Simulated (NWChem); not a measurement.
AlNH$_{2}$F$_{2}$; SMILES [NH2][Al]([F])[F]

```xyz
6

Al     0.0001    -0.0399     0.0000
F     -1.4147    -0.8979     0.0000
F      1.4248    -0.8814     0.0000
N     -0.0095     1.7089     0.0000
H      0.8206     2.2892     0.0000
H     -0.8454     2.2810     0.0000
```
Atoms are numbered in this order, from 1.

Program: NWChem. Pople sets run with spherical d functions. Medium grid unless said otherwise, to which SCAN and Minnesota functionals are sensitive. All runs use the structure optimised with PBE0/def2-SVP. Hybrids' shares of exact exchange are those that their runs print; pure functionals count as 0. The functionals differ in more than this share.

| row | share of exact exchange | orbital gap (eV) |
|---|---|---|
| PBE/6-31G* | 0.00 | 4.88 |
| RPBE/6-31G* | 0.00 | 4.88 |
| TPSSh/6-31G* | 0.10 | 6.12 |
| B3LYP/6-31G* | 0.20 | 6.65 |
| B97-2/6-31G* | 0.21 | 7.02 |
| r2SCAN0/6-31G* | 0.25 | 7.89 |
| MN15/6-31G* | 0.44 | 8.89 |
| BHandHLYP/6-31G* | 0.50 | withheld |

Task: Fit a straight line of the last column on the one before it, predict the withheld value, and compare with the run.

Result: 
1. Means of the 7 shown rows: x = 0.171, y = 6.619. Slope Σ(x − x̄)(y − ȳ)/Σ(x − x̄)² = 1.358/0.1445 = 9.399; intercept 5.007.
2. The shown rows scatter about the line by 0.259 (root mean square); the largest residual is +0.53, at r2SCAN0/6-31G*.
3. At x = 0.50 (BHandHLYP/6-31G*; beyond the shown range) the line gives 9.71.
4. The run gives 9.38, -0.33 from the line, 1.3 times the scatter.
